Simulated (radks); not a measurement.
The numbers below are computed, except where a source is named.
Co VI, 22 electrons, occupied as [Ar] 3d4. Code: a radial shooting solver on a logarithmic mesh with Libxc functionals. Model: scalar-relativistic Kohn-Sham, PBE, spin-polarised, spherical densities, finite nucleus; open shells are filled with parallel spins first; Fermi nuclear charge, rms radius 3.7875 fm. Some entries of the table are withheld. Estimate them.

orbital  occ.  eigenvalue (eV)  <1/r> (bohr^-1)  r(max) (bohr)
1s down     1        -7681.318            27.03        0.03678
1s up       1        -7681.307            27.03        0.03678
2s up       1        -990.4001            5.809         0.2132
2s down     1        -987.5877            5.821         0.2130
2p up       3        -860.8847            5.699            (1)
2p down     3        -858.7621            5.710            (2)
3s up       1              (3)            1.894            (4)
3s down     1              (5)            1.881            (6)
3p up       3        -151.3223            1.771         0.6652
3p down     3        -145.6690            1.756         0.6674
3d up       4         -91.3042            1.524         0.6216
3d down     0         -85.6930            1.501         0.6286

Answer. 
(1) 2p up r(max) (bohr): 0.1722
(2) 2p down r(max) (bohr): 0.1720
(3) 3s up eigenvalue (eV): -188.9482
(4) 3s up r(max) (bohr): 0.6603
(5) 3s down eigenvalue (eV): -183.1951
(6) 3s down r(max) (bohr): 0.6617
